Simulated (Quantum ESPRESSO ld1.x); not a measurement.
Q: The mean radii <r> (bohr) of the occupied orbitals of an atom or ion are listed with their occupations. Calculated with ld1.x of Quantum ESPRESSO 7.5: Dirac Kohn-Sham, PBE, spin-unpolarised, spherical densities, point nucleus.

orbital  occ.      <r>
1s1/2       1  0.01589

Name the element and its charge. Open shells, if any, fill j = l - 1/2 first.

A: Z = 82, lead, charge +81: Pb81+ in 1s1. The 1s radius gives Z: for a bare nucleus <r> = (2 gamma + 1)/(2Z) with gamma = sqrt(1 - (Z/c)^2), 0.01587 bohr for Z = 82, and the self-interaction of the functional makes it slightly larger (0.01589 here). The occupations add up to 1, and the charge is Z minus that.
